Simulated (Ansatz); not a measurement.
Stretching the B1–H2 bond in BH3Se (SMILES B[SeH]) (multiplicity 1 held, fragments rigid). Energies count from the point at 1.186 Å.
Geometry at that point (charge 0, multiplicity 1):
| atom | x (Å) | y (Å) | z (Å) |
|---|---|---|---|
| B | 0.4501 | -0.0398 | -1.5025 |
| H | -0.2892 | -0.5600 | -2.2704 |
| H | 1.4866 | 0.4372 | -1.8194 |
| Se | -0.1317 | -0.0109 | 0.3152 |
| H | 1.0302 | 0.6917 | 0.8871 |

Restricted levels (R-, RO-) in cc, def2 and unpolarised 6-31G sets keep to the state of the molecule at rest. U- levels take the lowest unrestricted solution at each point, which mixes spins at long bonds. Active spaces are followed from a long bond inwards. Curves can end on different states.

Frozen-core correlation. Filled d and f shells under p-block atoms count as core.

The values were computed with Ansatz (Gaussian orbitals). 

Energies in kJ/mol.

| R (Å) | U-HF/cc-pVDZ | R-CCSDT/cc-pVDZ | R-CCSDT(Q)/cc-pVDZ | FIC-MRCISD+Q on CASSCF(2,2)/cc-pVDZ |
|---|---|---|---|---|
| 0.949 | 116 | 122 | 122 | 121 |
| 1.067 | 25 | 28 | 28 | 28 |
| 1.186 | 0 | 0 | 0 | 0 |
| 1.305 | 13 | 9 | 9 | 9 |
| 1.423 | 46 | 39 | 39 | 39 |
| 1.601 | 115 | 100 | 100 | 101 |
| 1.779 | 191 | 166 | 166 | 167 |
| 2.076 | 294 | 266 | 266 | 266 |
| 2.372 | 337 | 340 | 340 | 341 |
| 2.728 | 356 | 396 | 395 | 396 |
| 3.202 | 364 | 430 | 429 | 430 |
| 3.795 | 366 | 443 | 441 | 442 |

Doubts at one or more of the structures used: a spin-contaminated determinant (U-HF/cc-pVDZ); a restricted determinant that unrestricted orbitals would lower (R-CCSDT/cc-pVDZ, R-CCSDT(Q)/cc-pVDZ); other coupled-cluster roots lie near (R-CCSDT/cc-pVDZ, R-CCSDT(Q)/cc-pVDZ); T1 above 0.05 (R-CCSDT/cc-pVDZ, R-CCSDT(Q)/cc-pVDZ).

Ansatz is an electronic-structure program.
